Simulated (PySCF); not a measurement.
C3H6NO, SMILES [CH2]N(C)C=O, multiplicity 2. The structure is a stationary point at PBE0-D3(BJ)/def2-SVP. The isomer is the one that the SMILES or the coordinates give; other isomers of the formula were not compared. Other conformers were not sampled.

Computed equilibrium geometry at PBE0-D3(BJ)/def2-SVP (PySCF confirms it by a frequency run) as a Z-matrix, and its point group (one conformer of several):
point group Cs.
```
N
C 1 1.3706
C 1 1.3787 2 120.10
O 3 1.2080 1 124.32 2 0.00
H 2 1.0872 1 118.64 3 180.00
H 2 1.0873 5 124.21 1 180.00
H 3 1.1145 4 123.78 1 180.00
C 1 1.4440 2 119.69 5 0.00
H 8 1.0983 1 109.41 2 180.00
H 8 1.1017 9 108.44 1 -121.15
H 8 1.1017 9 108.44 10 -117.69
```
Charge 0, spin multiplicity 2.
